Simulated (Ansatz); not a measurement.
Single points on Mo2O6.

```yaml
crystal:
  periodic: [false, false, false]
  atoms:
    - {symbol: Mo, position_ang: [-1.245353, -1.074760, -0.229781]}
    - {symbol: Mo, position_ang: [1.245356, 1.074756, 0.229787]}
    - {symbol: O, position_ang: [2.365212, 0.913350, 1.528339]}
    - {symbol: O, position_ang: [1.497211, 2.420055, -0.815730]}
    - {symbol: O, position_ang: [0.635623, -0.603308, -0.623058]}
    - {symbol: O, position_ang: [-0.635573, 0.603221, 0.623193]}
    - {symbol: O, position_ang: [-2.365122, -0.913204, -1.528388]}
    - {symbol: O, position_ang: [-1.497353, -2.420110, 0.815638]}
basis:
  gaussian: {orbitals: def2-SVP, initial_orbitals: start.molden}
magnetization: {spin_polarized: true, initial_magnetization: 4}
hamiltonian: {xc: {name: LC-wPBE, parameters: {omega: 0.1/bohr}}}
scf: {omitted_lower_state_checks: [starts]}
output: {orbitals: {seedname: orbitals}}
```

The file start.molden holds the orbitals of an earlier run on this structure, at another level or in another basis.

```sh
$ ansatz run in.yaml --threads 2 --pin off --events-out ev --progress --plain --max-ram 32768MiB --backend cpu
```

Output, abridged:

```
Functional definition: LC-wPBE
1464 factors; their error is unknown
96 factors; integrals over basis functions are off by at most 6.7e-7 eV
mean field evaluation 1: about -15978.1622 eV, gradient 1.1e1 eV
mean field evaluation 2: about -15978.7483 eV, gradient 5.0e-1 eV
mean field evaluation 4: about -15978.7041 eV, gradient 1.4e-1 eV
mean field evaluation 8: about -15978.7042 eV, gradient 2.5e-5 eV
mean field -15978.70420816 eV, -587.2065488951 hartree, gradient 7.9e-6 eV, S^2 6.007036; 0 other end points of the search recorded, 0 dependent functions left out
reference -15978.70420841 eV, -587.2065489045 hartree; 40, 36 occupied and 106, 110 virtual orbitals, 1464 factors
Total energy: -15978.70420841 eV, -587.2065489045 hartree
Checks for a lower state left out: starts
```

It took 25 s on 2 threads of AMD EPYC 7R13 on a shared host.

First input, but with `gaussian: {orbitals: def2-TZVP, initial_orbitals: start.molden}`, `correlation: {method: mp2}` and without the key `hamiltonian` (abridged; 68 s):

```
Functional definition: HF
mean field evaluation 16: about -15902.5222 eV, gradient 3.9e-2 eV
mean field -15902.52233649 eV, -584.4069167492 hartree, gradient 2.4e-6 eV, S^2 6.543139
6 core orbitals not correlated: weight in the atoms' cores, before any rotation towards them, 1.000 or more for the frozen orbitals, at most 0.000 for the correlated occupied ones
second order -61.88399600 eV of doubles, -0.00000000 eV of singles
Total energy: -15964.40633248 eV, -586.6811116556 hartree
Checks for a lower state left out: starts
```

The first input with `gaussian: {orbitals: def2-TZVP, initial_orbitals: start.molden}`, `hamiltonian: {xc: pbe0, dispersion: d4}` (abridged; 49 s):

```
Functional definition: PBE0
mean field evaluation 16: about -15987.3432 eV, gradient 8.1e-6 eV
mean field -15987.34315302 eV, -587.5240242629 hartree, gradient 8.0e-6 eV, S^2 6.027415
Total energy: -15987.62160332 eV, -587.5342571228 hartree
Checks for a lower state left out: starts
```

First input, but with `hamiltonian: {xc: {name: LC-wPBE, parameters: {omega: 0.15/bohr}}}` (abridged; 41 s):

```
Functional definition: LC-wPBE
mean field evaluation 16: about -15978.5911 eV, gradient 7.5e-2 eV
mean field -15978.59129604 eV, -587.2023994512 hartree, gradient 7.5e-6 eV, S^2 6.009078; 1 other end points of the search recorded, 0 dependent functions left out
Total energy: -15978.59129614 eV, -587.2023994550 hartree
Checks for a lower state left out: starts
```

The first input with `gaussian: {orbitals: def2-TZVP, initial_orbitals: start.molden}`, `hamiltonian: {xc: pbe, dispersion: d4}` (abridged; 12 s):

```
Functional definition: PBE
mean field evaluation 16: about -15992.7888 eV, gradient 2.9e-5 eV
mean field -15992.78881533 eV, -587.7241486617 hartree, gradient 2.9e-6 eV, S^2 6.007062
Total energy: -15993.11311598 eV, -587.7360664907 hartree
Checks for a lower state left out: starts
```

The first input with `gaussian: {orbitals: def2-TZVP, initial_orbitals: start.molden}`, `hamiltonian: {xc: {name: r2SCAN0}, dispersion: d4}` (abridged; 2.3 min):

```
Functional definition: r2SCAN0
mean field evaluation 16: about -15991.8772 eV, gradient 1.2e0 eV
mean field -15991.88537562 eV, -587.6909478647 hartree, gradient 9.7e-6 eV, S^2 6.068087; 1 other end points of the search recorded, 0 dependent functions left out
Total energy: -15991.98028556 eV, -587.6944357407 hartree
Checks for a lower state left out: starts
```

As the first input, with `hamiltonian: {xc: {name: LC-wPBE, parameters: {omega: 0.3/bohr}}}` (abridged; 22 s):

```
Functional definition: LC-wPBE
mean field evaluation 16: about -15977.7201 eV, gradient 2.1e-5 eV
mean field -15977.72005307 eV, -587.1703818628 hartree, gradient 2.1e-5 eV, S^2 6.038807
Total energy: -15977.72005310 eV, -587.1703818637 hartree
Checks for a lower state left out: starts
```

Geometry: r2SCAN-D4/def2-SVP.

In the def2 sets Mo takes a core potential; there is no spin–orbit coupling. Correlated methods freeze 6 core orbitals; core or outer-core shells of Mo are correlated, in sets that lack core-valence functions. At MP2/def2-TZVP the charge 0 quintet is spin-contaminated (final ⟨S²⟩ up to 6.54, 6.00 for a pure state). At PBE-D4/def2-TZVP the gap within one spin of the charge 0 quintet nearly closes, so an electron or hole may be smeared out by delocalisation error. At PBE0-D4/def2-TZVP a singlet of charge 0 lies 6.26 eV below the quintet, each at its own geometry. The structure comes from a short search, and lower isomers may exist.
